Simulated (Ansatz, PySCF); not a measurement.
Molecule: sum formula SOF2, net charge 0, singlet state. 
Coordinates optimised at B3LYP-D3(BJ)/def2-TZVP (Ansatz, a first-principles code):
```
S
O 1 1.4239
F 1 1.6063 2 106.51
F 1 1.6063 2 106.51 3 98.37
```
Charge 0, spin multiplicity 1.

Property: atomisation energy (electronic, to ground-state atoms), in kJ/mol. Cores are frozen in the correlated levels unless marked. UHF or UKS for open shells. Spin-orbit coupling is left out. Non-relativistic. The coupled-cluster limit lacks core correlation, which all-electron functionals hold. CBS(X,Y): correlation extrapolated as X^-3; Hartree-Fock from the larger set. The bracket is a focal-point correction in the basis named.

```json
[
 {"level": "BLYP-D4/def2-TZVPD", "program": "Ansatz + dftd4", "atomisation energy (kJ/mol)": "1330.3"},
 {"level": "revPBE-D3(BJ)/def2-TZVPD", "program": "Ansatz + dftd3", "atomisation energy (kJ/mol)": "1314.1"},
 {"level": "BP86-D3(BJ)/def2-TZVPD", "program": "PySCF + dftd3", "atomisation energy (kJ/mol)": "1386.8"},
 {"level": "BP86/def2-TZVPD", "program": "PySCF", "atomisation energy (kJ/mol)": "1378.7"},
 {"level": "M06-L/def2-TZVPD", "program": "PySCF", "atomisation energy (kJ/mol)": "?"},
 {"level": "B3LYP/def2-TZVPD", "program": "Ansatz", "atomisation energy (kJ/mol)": "1254.9"},
 {"level": "TPSSh-D4/def2-TZVPD", "program": "PySCF + dftd4", "atomisation energy (kJ/mol)": "1265.6"},
 {"level": "HSE06-D4/def2-TZVPD", "program": "Ansatz + dftd4", "atomisation energy (kJ/mol)": "1277.3"},
 {"level": "B2PLYP-D3(BJ)/def2-TZVPD", "program": "Ansatz + dftd3", "atomisation energy (kJ/mol)": "1267.4"},
 {"level": "B2PLYP/def2-TZVPD", "program": "Ansatz", "atomisation energy (kJ/mol)": "1263.2"},
 {"level": "SCS-MP2/cc-pV(D+d)Z", "program": "Ansatz", "atomisation energy (kJ/mol)": "1053.7"},
 {"level": "CCSD/aug-cc-pV(D+d)Z", "program": "Ansatz", "atomisation energy (kJ/mol)": "?"},
 {"level": "CCSD/aug-cc-pV(T+d)Z", "program": "Ansatz", "atomisation energy (kJ/mol)": "?"},
 {"level": "RI-MP2/CBS(aug-cc-pV(T+d)Z,aug-cc-pV(Q+d)Z)+[CCSD(T)-MP2]/aug-cc-pV(T+d)Z", "program": "Ansatz", "atomisation energy (kJ/mol)": "1290.3"}
]
```

### Question
Some entries are withheld; supply them.

### Answer

- M06-L/def2-TZVPD, atomisation energy (kJ/mol): 1279.6
- CCSD/aug-cc-pV(D+d)Z, atomisation energy (kJ/mol): 1064.0
- CCSD/aug-cc-pV(T+d)Z, atomisation energy (kJ/mol): 1172.9
